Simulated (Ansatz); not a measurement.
Consider the ligand exchange at a Ge–N bond: `[OH][GeH2][NH][SiH](O)F` + `N[SiH](O)Cl` → `[OH][GeH2][NH][SiH](O)Cl` + `N[SiH](O)F`.

Isolated molecules relaxed with PBE0-D4/def2-TZVP in Ansatz; ΔE leaves out vibrations. CBS: MP2 limit from def2 TZ/QZ plus the TZ coupled-cluster correction, frozen cores. This one scheme is used for every species. For Ge outer-core shells are correlated without core-valence functions, which leaves a few kJ/mol of doubt a bond. Scalar relativity is left out up to krypton. One conformer a species, not always the lowest.

```json
{"species": "`[OH][GeH2][NH][SiH](O)F`", "CCSD(T)/CBS(def2) energy (Eh)": "-2673.84749"}
{"species": "`N[SiH](O)Cl`", "CCSD(T)/CBS(def2) energy (Eh)": "-881.28474"}
{"species": "`[OH][GeH2][NH][SiH](O)Cl`", "CCSD(T)/CBS(def2) energy (Eh)": "-3033.81494"}
{"species": "`N[SiH](O)F`", "CCSD(T)/CBS(def2) energy (Eh)": "-521.31725"}
```

Q: Work out ΔE.

A: ΔE = (-3033.81494) + (-521.31725) − (-2673.84749) − (-881.28474) = 0.00004 Eh = 0.0 kcal/mol.

Largest T1 diagnostic among the species: 0.012.
